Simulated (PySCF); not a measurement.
Predicted microwave data (PBE0-D3(BJ)/def2-SVP geometry optimisation, gas phase (PySCF 2.14.0)) for one isomer of C8H7N:

- Rotational constants: A = 5667, B = 828.9, C = 726.5 MHz
- Dipole components: |μa| = 1.81 D, |μb| = 1.85 D, |μc| = 0.00 D
- Inertial defect: -3.19 u·Å²
- κ: -0.96

Question: Which candidate fits, each taken in the one conformer that was computed?
A. `N#CC1=C[C@@H]2C=C[C@H]1C2`
B. `CC#Cc1cccnc1`
C. `C(=C=C=C=CC)(C)C#N`

Answer: B. It is CC#Cc1cccnc1, a near-prolate asymmetric top. The candidates at the same level (rigid rotor, commonest isotopes):

| SMILES | A (MHz) | B (MHz) | C (MHz) | μa (D) | μb (D) | μc (D) | Δ (u·Å²) | point group | rotor |
| --- | --- | --- | --- | --- | --- | --- | --- | --- | --- |
| CC=C=C=C=C(C)C#N | 4169 | 568.9 | 519.0 | 4.20 | 3.05 | 0.10 | -35.81 | C1 | near-prolate asymmetric top |
| CC#Cc1cccnc1 | 5667 | 828.9 | 726.5 | 1.81 | 1.85 | 0.00 | -3.19 | – | near-prolate asymmetric top |
| N#CC1=C[C@@H]2C=C[C@H]1C2 | 3860 | 1318 | 1243 | 4.43 | 0.69 | 0.14 | -107.82 | C1 | near-prolate asymmetric top |

`N#CC1=C[C@@H]2C=C[C@H]1C2` has C 71 % too high; `CC=C=C=C=C(C)C#N` has B 31 % too low. No structure here is proved a minimum.
